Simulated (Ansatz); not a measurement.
## Abstraction of H: SbHF2 + SiH(NH2)(SiH3) → SbF2 + SiH2(NH2)(SiH3)

Species: SbHF2 `[F][SbH][F]`, singlet; SiH(NH2)(SiH3), doublet; SbF2 `[F][Sb][F]`, doublet; SiH2(NH2)(SiH3), singlet. A radical takes H: the energy is the difference in strength between the Sb–H bond broken and the Si–H bond made.

Shapes, held fixed at every level: PBE0-D4/def2-TZVP. Flexible molecules stand in one conformer, not always the lowest. Programs: Ansatz 0.2.0. Electronic energies: no zero-point or thermal term.

```tsv
level	kind	ΔE (kJ/mol)	less CCSD(T)/def2-TZVPP
r2SCAN-D4/def2-TZVPP	meta-GGA	-87.7	+8.7
B3LYP-D4/def2-TZVPP	global hybrid	-93.7	+2.7
PBE0-D4/def2-TZVPP	global hybrid	-90.6	+5.8
wB97X-V/def2-TZVPP	range-separated hybrid	-100.4	-4.0
B2PLYP/def2-TZVPP	double hybrid	-99.2	-2.8
MP2/def2-SVP	perturbation theory	-101.9	-5.5
CCSD/def2-SVP	coupled cluster or CI	-98.8	-2.4
CCSD(T)/def2-TZVPP	coupled cluster or CI	-96.4	0.0
```

The highest level, CCSD(T)/def2-TZVPP, gives ΔE = -96.4 kJ/mol; the levels span -101.9 to -87.7. The column of differences is taken from that level and isn't an error. No measured value is set beside it here. Open shells run unrestricted unless RO is named. For atoms past krypton def2 sets carry core potentials with scalar relativity. Correlated rows may include outer-core shells of Sb, which these sets cover unevenly.
